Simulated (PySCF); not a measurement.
Al(SeH)3 (AlH₃Se₃), SMILES [SeH][Al]([SeH])[SeH].

Geometry: B3LYP-D3(BJ)/def2-SVP. One conformer was computed; it need not be the lowest.

Two levels are set side by side: PBE/def2-TZVP (PySCF) and r2SCAN/def2-TZVP (PySCF). Same geometry, gas phase. Differences are taken from unrounded values.

```tsv
quantity	r2SCAN
orbital gap (eV)	4.90
highest occupied level (eV)	-6.48
lowest empty level (eV)	-1.58
dipole moment (D)	1.13
mean polarisability (bohr³)	109.5
```

### Question
What does PBE give, and how far is it from r2SCAN? (An estimate is asked for; the answer gives what the named calculation found.)

### Answer

```tsv
quantity	PBE	PBE minus r2SCAN
orbital gap (eV)	4.36	-0.54
highest occupied level (eV)	-6.18	0.29
lowest empty level (eV)	-1.83	-0.25
dipole moment (D)	1.02	-0.12
mean polarisability (bohr³)	113.2	3.6
```

Rough cost on one machine, each run with all the roots and properties that it gave: r2SCAN against PBE about 4 times.
